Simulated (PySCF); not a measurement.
**Dipole moment and polarisability of `C[SiH2]N[SiH2]c1ccco1`**

Compound: C₅H₁₁NOSi₂.
Geometry (PBE0-D3(BJ)/def2-SVP, Å), atoms numbered from 1 in this order:
```xyz
20
C5H11NOSi2 angstrom
C     -3.4356    0.7640   -1.0735
Si    -2.7322   -0.7606   -0.2432
N     -1.0016   -0.5863   -0.1228
Si     0.1870   -1.5589    0.6813
C      1.8333   -0.7758    0.2495
C      3.1450   -1.0919    0.4894
C      3.9378   -0.0701   -0.1146
C      3.0524    0.7991   -0.6798
O      1.7905    0.3873   -0.4656
H     -4.5291    0.6811   -1.1710
H     -3.2130    1.6692   -0.4881
H     -3.0160    0.8902   -2.0838
H     -3.1070   -1.9823   -1.0279
H     -3.3222   -0.9347    1.1232
H     -0.5963    0.2047   -0.6187
H      0.0020   -1.5866    2.1670
H      0.1727   -2.9860    0.2289
H      3.5040   -1.9628    1.0353
H      5.0227    0.0090   -0.1288
H      3.1711    1.7204   -1.2452
```

Level: CAM-B3LYP/def2-SVPD (PySCF), static field, nuclei fixed, core orbitals frozen in the response. The polarisability tensor in these axes (au):

```
x   149.02   3.76   1.54
y     3.76 113.57 -14.59
z     1.54 -14.59  99.16
```

Task: Give the principal values, the mean and the anisotropy Δα = √{½[(α1 − α2)² + (α2 − α3)² + (α1 − α3)²]}.

Result: Principal values 89.91, 122.43 and 149.41 au; mean 120.58 au = 17.87 Å³ = 19.88 × 10⁻⁴⁰ C²·m²/J; Δα = 51.61 au (43 % of the mean).

Task: What is the dipole moment, and where does it point?

Result: (1.01, 1.14, -0.65) D, 1.65 D in size, pointing from the negative to the positive side. Measured along this direction, the outermost atoms are H14 at the negative end and H20 at the positive end.

Task: Form Σ f/ω² (atomic units) for the 10 lowest TDDFT singlets, given as eV and f, and set it beside the mean polarisability, which is this sum over all singlets: 5.93, 0.3233; 6.31, 0.0006; 6.44, 0.0081; 6.62, 0.0001; 6.76, 0.0062; 6.84, 0.0039; 6.94, 0.0102; 7.20, 0.0067; 7.49, 0.0011; 7.52, 0.0117.

Result: They add up to 7.54 au, 6.3 % of the 120.58 au; the largest single term is 6.80 au, from the state at 5.93 eV. Terms in order: 6.80, 0.01, 0.15, 0.00, 0.10, 0.06, 0.16, 0.10, 0.01, 0.15 au. Higher excitations give the rest. The strengths listed sum to 0.372.

Task: In a dilute gas of rigid molecules at 273 K, how does the orientational term μ²/3kT compare with the electronic polarisability?

Result: In Gaussian units μ²/3kT = 24.09 Å³ against 17.87 Å³, a ratio of 1.35; the Debye molar polarisation (4π/3)N_A(α + μ²/3kT) is 105.8 cm³/mol, leaving out the vibrational part.

Task: Rayleigh depolarisation ratio (linearly polarised light, static tensor)?

Result: ρ = 3Δα²/(45ᾱ² + 4Δα²) = 7990.5/(654313 + 10654.0) = 0.012.

Task: Traceless (Buckingham) quadrupole moment about the centre of nuclear charge: eigenvalues?

Result: -9.22, 0.93, 8.29 D·Å. The values depend on the origin, since the dipole doesn't vanish. The electronic extent ⟨r²⟩ about the same centre is 2476 bohr², a root-mean-square distance of 2.87 Å for the 84 electrons.

The structure is a single PBE0-D3(BJ)/def2-SVP conformer in the gas phase; no vibrational or solvent corrections.

These values come from a run that also computed excited states and ΔSCF ions. The run took 12 min of wall time (with the writing of density and orbital grids) on one thread, Arm Neoverse N1 (aarch64), on a shared host, and the process peaked at 1.5 GiB of memory.
